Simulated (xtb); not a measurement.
Sb$_{2}$, charge +1, doublet, from a rough starting geometry (a state made from the parent by changing its charge; the spin is typed, not shown lowest); GFN2-xTB (xtb).

Input for xtb:
```
$ xtb mol.xyz --gfn 2 --chrg 1 --uhf 1 --opt vtight --json

# file mol.xyz
2

Sb     1.27662220    -0.01334854    -0.00011781
Sb    -1.24947287     0.00535113    -0.03134775
```

### Question
Predict the main parts of the log of this xtb run.

### Answer

```
   ID    Z sym.   atoms
    1   51 Sb     1, 2

           -------------------------------------------------
          |                Calculation Setup                |
           -------------------------------------------------

           -------------------------------------------------
          |                 G F N 2 - x T B                 |
           -------------------------------------------------

          ...................................................
          :                      SETUP                      :
          :.................................................:
          :  # basis functions                  20          :
          :  # atomic orbitals                  18          :
          :  # shells                            6          :
          :  # electrons                         9          :
          :  max. iterations                   250          :
          :  Hamiltonian                  GFN2-xTB          :
          :  restarted?                      false          :
          :  GBSA solvation                  false          :
          :  PC potential                    false          :
          :  electronic temp.          300.0000000     K    :
          :  accuracy                    1.0000000          :
          :  -> integral cutoff          0.2500000E+02      :
          :  -> integral neglect         0.1000000E-07      :
          :  -> SCF convergence          0.1000000E-05 Eh   :
          :  -> wf. convergence          0.1000000E-03 e    :
          :  Broyden damping             0.4000000          :
          :  net charge                          1          :
          :  unpaired electrons                  1          :
          ...................................................

 iter      E             dE          RMSdq      gap      omega  full diag
   1     -4.0289451 -0.402895E+01  0.189E+01    1.42       0.0  T
   2     -4.0291341 -0.189009E-03  0.126E+01    1.43       1.0  T
   3     -4.0292495 -0.115315E-03  0.615E-01    1.45       1.0  T
   4     -4.0292497 -0.228415E-06  0.412E-01    1.45       1.0  T
   5     -4.0292498 -0.123074E-06  0.883E-03    1.45       8.0  T
   6     -4.0292498 -0.196521E-09  0.193E-02    1.45       3.7  T
   7     -4.0292498 -0.201300E-09  0.980E-05    1.45     721.6  T
   8     -4.0292498  0.139622E-11  0.292E-05    1.45    2418.0  T

   *** convergence criteria satisfied after 8 iterations ***

[...]
         :: total energy              -4.019075125932 Eh    ::
 * total energy  :    -4.0190751 Eh     change       -0.1445066E-11 Eh
 * total energy  :    -4.0070400 Eh     change        0.1203515E-01 Eh
 * total energy  :    -4.0204147 Eh     change       -0.1337472E-01 Eh
 * total energy  :    -4.0145756 Eh     change        0.5839112E-02 Eh
 * total energy  :    -4.0252513 Eh     change       -0.1067566E-01 Eh
 * total energy  :    -4.0256247 Eh     change       -0.3734001E-03 Eh
 * total energy  :    -4.0257061 Eh     change       -0.8146605E-04 Eh
 * total energy  :    -4.0257070 Eh     change       -0.8446615E-06 Eh
 * total energy  :    -4.0257074 Eh     change       -0.4101483E-06 Eh
 * total energy  :    -4.0257074 Eh     change       -0.1409450E-10 Eh
   *** GEOMETRY OPTIMIZATION CONVERGED AFTER 10 ITERATIONS ***
         :: total energy              -4.025707373532 Eh    ::
[...]
        11                         -0.2208979              -6.0109
        12                         -0.2208979              -6.0109
        13                         -0.1983250              -5.3967
        14                         -0.1983250              -5.3967
        15                         -0.1928257              -5.2471
        16                         -0.1928257              -5.2471
       ...                                ...                  ...
        18                          0.4815335              13.1032
      -------------------------------------------------------------
                  HL-Gap            0.0404452 Eh            1.1006 eV
             Fermi-level           -0.5446503 Eh          -14.8207 eV

     #   Z          covCN         q      C6AA      α(0)
     1  51 Sb       0.964     0.500   416.652    40.689
     2  51 Sb       0.964     0.500   416.652    40.689

 Mol. C6AA /au·bohr⁶  :       1666.608279
 Mol. C8AA /au·bohr⁸  :     178849.023818
 Mol. α(0) /au        :         81.378536

Wiberg/Mayer (AO) data.
largest (>0.10) Wiberg bond orders for each atom

 ---------------------------------------------------------------------------
     #   Z sym  total        # sym  WBO       # sym  WBO       # sym  WBO
 ---------------------------------------------------------------------------
     1  51 Sb   2.175 --     2 Sb   2.175
     2  51 Sb   2.175 --     1 Sb   2.175
 ---------------------------------------------------------------------------

Topologies differ in total number of bonds
Writing topology from bond orders to xtbtopo.mol

molecular dipole:
                 x           y           z       tot (Debye)
 q only:        0.026      -0.008      -0.030
   full:        0.026      -0.008      -0.030       0.102
molecular quadrupole (traceless):
                xx          xy          yy          xz          yz          zz
 q only:        6.457      -0.072      -3.230       0.119      -0.001      -3.227
  q+dip:        6.960      -0.078      -3.481       0.128      -0.001      -3.479
   full:        3.356      -0.038      -1.679       0.061      -0.000      -1.677

optimized geometry written to: xtbopt.xyz

           -------------------------------------------------
          | TOTAL ENERGY               -4.025707373532 Eh   |
          | GRADIENT NORM               0.000000007487 Eh/α |
          | HOMO-LUMO GAP               1.100571005480 eV   |
           -------------------------------------------------
```
